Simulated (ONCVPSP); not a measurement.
Ta: excitation energies, all-electron against ONCV

* Element: tantalum
* Generator: ONCVPSP 4.0.1
* Type: optimised norm-conserving Vanderbilt (ONCV)
* Functional: PBE
* Relativity: fully relativistic
* Frozen core: [Kr] 4d10 4f14
* Valence charge: 13
* Reference configuration: 5s2 5p6 5d3 6s2
* Partial waves: 5s+6s: rc 2.10 bohr, ncon 4, nbas 8, qcut 5.1 1/bohr, 2 projectors; 5p: rc 2.15 bohr, ncon 4, nbas 9, qcut 6.6 1/bohr, 2 projectors, debl 3.5 Ha; 5d: rc 2.45 bohr, ncon 3, nbas 8, qcut 5.2 1/bohr, 2 projectors, debl 3.8 Ha
* Local potential: polynomial inside 1.70 bohr (lpopt 3, dvloc0 6 Ha)
* Core correction: none

Open shells are filled in proportion to 2j + 1.

Energies are relative to the spin-unpolarised reference configuration 5s2 5p6 5d3 6s2; without spin polarisation the order of configurations can differ from experiment.

```json
{"valence configuration": "5s2 5p6 5d3 6s0", "charge": "+2", "ΔE all-electron (eV)": "23.446", "error AE − PS (meV)": "+8.1"}
{"valence configuration": "5s2 5p6 5d3 6s1.5", "charge": "+0.5", "ΔE all-electron (eV)": "3.464", "error AE − PS (meV)": "+0.3"}
```

(1) What are ΔE and the potential's error for 5s2 5p6 5d3 6s1?

(2) What are ΔE and the potential's error for 5s2 5p6 5d2 6s0?

Answers

(1) ΔE = 8.472 eV all-electron; the error (AE − PS) is +1.2 meV.

(2) ΔE = 47.038 eV all-electron; the error (AE − PS) is +15 meV.
